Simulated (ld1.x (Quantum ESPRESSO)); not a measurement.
# What one change does to a pseudopotential (Bi, TM)

- Element: bismuth (Bi)
- Generator: ld1.x (Quantum ESPRESSO) 7.5
- Type: norm-conserving Troullier–Martins (Kleinman–Bylander form)
- Functional: revPBE
- Relativity: fully relativistic
- Frozen core: [Xe] 4f14 5d10
- Valence charge: 5
- Reference configuration: 6s2 6p3
- Partial waves: 6s (bound): rc 1.85 bohr; 6p (bound): rc 1.80 bohr
- Local potential: all-electron potential smoothed inside 1.50 bohr (lloc = -1)
- Core correction: none

Open shells are filled in proportion to 2j + 1 (rel_dist='average').

Change: local potential all-electron potential smoothed inside 1.52 bohr (lloc = -1).

Cutoffs: the cutoffs (Ry, on a coarse ladder) from which the occupation-weighted sum of valence levels, in a spherical-Bessel basis at the reference potential, stays within 10 and 1 mRy of its value at 400 Ry; they do not see the model core or the augmentation charge, which bear on the density cutoff. Errors are all-electron minus pseudo energies relative to the spin-unpolarised reference configuration.

Problem. What does the change do?

Solution. The potential gets neither clearly harder nor softer (40 Ry and 90 Ry → 40 Ry and 90 Ry); both files keep a bound ghost (d, p, s); of the 7 tests that both files solve, the error grows in 3 and shrinks in 1 by more than 15 % and 0.3 meV (median size 23.0 → 25.9 meV); the range in which the p1/2 phases agree narrows (upper end at the end of the scan → 0.4).

```csv
quantity,base,changed
"cutoff, loose",40 Ry,40 Ry
"cutoff, tight",90 Ry,90 Ry
bound ghosts,"s, p3/2, d, p1/2","s, p3/2, d, p1/2"
"error for 6s2 6p2, meV [ΔE 7.99 eV]",-6.8,-8.0
"error for 6s2 6p1, meV [ΔE 23.31 eV]",-23,-26
"error for 6s2 6p0, meV [ΔE 46.74 eV]",+40,+40
"error for 6s2 6p2.5, meV [ΔE 3.13 eV]",-1.4,-1.7
"error for 6s0 6p5, meV [ΔE 20.00 eV]",+144,+127
"error for 6s1 6p3, meV [ΔE 18.58 eV]",-19,-30
"error for 6s1 6p4, meV [ΔE 9.85 eV]",+24,+19
s: phases at 1.99 bohr within 0.05 rad from the reference energy up to (Ry; the scan ends near 5),3.5,3.8
p1/2: phases at 1.99 bohr within 0.05 rad from the reference energy up to (Ry; the scan ends near 5),to the end of the scan,0.4
p3/2: phases at 1.99 bohr within 0.05 rad from the reference energy up to (Ry; the scan ends near 5),0.7,0.6
```

 A true bound ghost makes a file unfit for plane-wave use even where its test errors are small: the radial tests pick states by their node count and pass the ghost by.
